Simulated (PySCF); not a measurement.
B(OH)2(OSiH3) (BH5O3Si), SMILES OB(O)O[SiH3].

Geometry: PBE0-D3(BJ)/def2-SVP. One conformer was computed; it need not be the lowest.

Computed with PBE/def2-TZVP (PySCF).

Isolated molecule, no solvent.

```
Property                                                                                                          Value
---------------------------------------------------------------------------------------------  ------------------------
total energy                                                                                         -542.89503 hartree
point group                                                                                                          Cs
highest occupied level                                                                                         -7.33 eV
lowest empty level                                                                                             -0.92 eV
orbital gap                                                                                                     6.41 eV
dipole moment                                                                                                    2.93 D
quadrupole, principal values (traceless, Buckingham form, about the centre of nuclear charge)  -10.28, -4.13, 14.41 D·Å
mean static polarisability                                                                         51.4 bohr³ (7.61 Å³)
polarisability, principal values                                                                 43.1, 49.7, 61.3 bohr³
```
